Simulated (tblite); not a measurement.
Species: C4H6O2Si.
Atom-mapped SMILES: `[CH:1]#[C:2][CH2:3][C:4](=[O:5])[O:6][SiH3:7]` (hydrogens: H8 on C1; H9, H10 on C3; H11, H12, H13 on Si7)

Computed with GFN2-xTB (tblite), gas phase: Langevin dynamics at 300 K from the optimised GFN2-xTB geometry, time step 0.5 fs, friction 0.01 fs⁻¹, 2000 steps.

The start geometry, which sets the zero of energy:
```
atom  x, y, z in Å
C1      2.491    1.375    0.127
C2      1.984    0.348   -0.217
C3      1.348   -0.888   -0.617
C4     -0.126   -0.914   -0.250
O5     -0.697   -1.897    0.140
O6     -0.731    0.246   -0.424
Si7    -2.345    0.483   -0.097
H8      2.948    2.272    0.423
H9      1.415   -0.994   -1.705
H10     1.840   -1.746   -0.153
H11    -3.127   -0.337   -1.016
H12    -2.612    0.142    1.294
H13    -2.392    1.908   -0.385
```

Question: These frames come from the run, each turned onto the start geometry. Order them by potential energy, lowest first.
A.
```
atom  x, y, z in Å
C1      2.736    1.192    0.427
C2      2.056    0.428   -0.228
C3      1.303   -0.634   -0.754
C4     -0.168   -0.818   -0.273
O5     -0.599   -1.925   -0.018
O6     -0.866    0.280   -0.088
Si7    -2.520    0.409   -0.042
H8      3.355    1.854    0.952
H9      1.190   -0.553   -1.887
H10     1.863   -1.611   -0.728
H11    -2.891   -0.917    0.024
H12    -2.923    1.146    1.157
H13    -2.539    1.151   -1.421
```
B.
```
atom  x, y, z in Å
C1      2.730    1.203    0.446
C2      2.094    0.312   -0.039
C3      1.359   -0.708   -0.756
C4     -0.156   -0.780   -0.437
O5     -0.759   -1.808   -0.662
O6     -0.763    0.319   -0.004
Si7    -2.538    0.345    0.005
H8      3.217    1.997    1.033
H9      1.463   -0.538   -1.852
H10     1.730   -1.693   -0.576
H11    -3.177   -0.592    0.850
H12    -2.494    1.668    0.665
H13    -2.710    0.276   -1.552
```
C.
```
atom  x, y, z in Å
C1      2.510    1.291    0.293
C2      2.059    0.298   -0.203
C3      1.285   -0.859   -0.663
C4     -0.092   -0.860   -0.164
O5     -0.504   -1.817    0.497
O6     -0.803    0.170   -0.600
Si7    -2.391    0.467   -0.163
H8      2.998    2.177    0.556
H9      1.344   -0.719   -1.704
H10     1.778   -1.819   -0.476
H11    -3.204   -0.394   -0.908
H12    -2.514    0.243    1.323
H13    -2.469    1.821   -0.667
```
D.
```
atom  x, y, z in Å
C1      2.372    1.143    0.481
C2      1.973    0.256   -0.167
C3      1.315   -0.827   -0.946
C4     -0.023   -0.778   -0.235
O5     -0.282   -1.485    0.684
O6     -0.804    0.118   -0.787
Si7    -2.308    0.497   -0.229
H8      2.800    1.799    1.175
H9      1.259   -0.619   -1.982
H10     1.801   -1.803   -0.695
H11    -3.249   -0.779   -0.274
H12    -2.103    0.970    1.211
H13    -2.756    1.508   -1.115
```
E.
```
atom  x, y, z in Å
C1      2.567    1.373    0.139
C2      2.006    0.391   -0.209
C3      1.342   -0.868   -0.630
C4     -0.114   -0.925   -0.188
O5     -0.669   -1.930    0.243
O6     -0.777    0.210   -0.358
Si7    -2.418    0.458   -0.145
H8      3.067    2.212    0.522
H9      1.289   -0.909   -1.772
H10     1.966   -1.724   -0.262
H11    -3.188   -0.348   -1.009
H12    -2.675    0.240    1.313
H13    -2.400    1.823   -0.523
```

Answer: E (0.211 eV), C (0.341 eV), D (0.411 eV), B (0.473 eV), A (0.642 eV).

In the order of the answer:

| t (fs) | E above start (eV) | largest force (eV/Å) | rms force component (eV/Å) | rms distance from start (Å) | rms bond change (Å) | bond most changed (Å) |
| --- | --- | --- | --- | --- | --- | --- |
| 25 | 0.211 | 2.56 | 0.790 | 0.114 | 0.030 | Si7–H11 -0.048 |
| 100 | 0.341 | 2.50 | 0.841 | 0.222 | 0.032 | Si7–H11 -0.059 |
| 225 | 0.411 | 4.50 | 1.156 | 0.623 | 0.048 | Si7–H11 +0.127 |
| 675 | 0.473 | 3.00 | 0.751 | 0.985 | 0.052 | Si7–H13 +0.113 |
| 425 | 0.642 | 3.22 | 1.031 | 0.680 | 0.047 | Si7–H13 +0.112 |

What follows is the cost of the whole dynamics run. Hardware: Arm Neoverse N1, one thread, shared host. Cost: 18 s wall, 0.18 GiB resident at most.
